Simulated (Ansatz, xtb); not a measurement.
**AlF2H3OSi: where a starting geometry ends**

The starting geometry of this gas-phase singlet was built from a drawn formula by distance geometry and a force field; its bonds are those of `F[Si]1(F)[OH+][AlH2-]1`.

```xyz
8

Al   -1.0937    1.5873   -0.3877
F    -0.6064    0.3638    2.8518
F     0.9394   -0.9781    0.8509
O     0.4146    1.7406    0.6864
Si   -0.1588    0.2388    1.2052
H     0.1677    2.3928    1.3756
H    -0.6474    1.3491   -1.8944
H    -2.1943    2.6932    0.0887
```

Task: Where would you expect an optimisation with r2SCAN-D4/def2-SVP to take it?

Result: It keeps its bonds, and is `F[Si]1(F)[OH+][AlH2-]1`.

The energy falls by 1.03 eV over 13 steps:

```json
{"step": "1", "E − E(last) (eV)": "1.034"}
{"step": "2", "E − E(last) (eV)": "0.440"}
{"step": "4", "E − E(last) (eV)": "0.075"}
{"step": "5", "E − E(last) (eV)": "0.061"}
{"step": "6", "E − E(last) (eV)": "0.033"}
{"step": "8", "E − E(last) (eV)": "0.007"}
{"step": "9", "E − E(last) (eV)": "0.002"}
{"step": "10", "E − E(last) (eV)": "0.000"}
{"step": "12", "E − E(last) (eV)": "0.000"}
{"step": "13", "E − E(last) (eV)": "0.000"}
```

Final geometry (Å):

```xyz
8

Al   -1.2123    1.6467   -0.4555
F    -0.6604    0.1427    2.8033
F     0.9861   -0.7822    1.1140
O     0.2288    1.7950    0.8656
Si   -0.3397    0.1480    1.2128
H     0.9185    2.3782    1.2224
H    -0.6407    1.5193   -1.9278
H    -2.4593    2.5398   -0.0583
```

From the same start GFN2-xTB ends elsewhere, differing in O4–Si5 (3.08 against 1.78 Å here).

No frequencies were run, so the end isn't proven a minimum. Run with Ansatz 0.2.0, 120 s on 1 thread of AMD EPYC (Zen 3) (shared host).
